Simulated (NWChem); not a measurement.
GeO cation, doublet; SMILES of the neutral closed-shell parent [O]=[Ge]

Results from NWChem. Pople sets run with spherical d functions. Spin-unrestricted. The spin multiplicity was typed, not searched, and may not be the lowest. No stability test was run on the SCF state. B3LYP is NWChem's, with the RPA form of VWN correlation. Each level has its own optimisation; frequencies are unscaled.

```
level                r Ge–O (Å)  highest harmonic frequency (cm⁻¹)  zero-point energy (kcal/mol)
-------------------  ----------  ---------------------------------  ----------------------------
BP86/def2-TZVP            1.657                                865                           1.2
PBE0/def2-TZVP            1.647                                880                           1.3
B3LYP/6-31G*              1.673                                831                           1.2
UHF/6-31G*                  [?]                                854                           1.2
PBE-D3(BJ)/def2-SVP       1.662                                858                           1.2
```

### Question
Complete the blanks.

### Answer

- UHF/6-31G*, r Ge–O (Å): 1.685
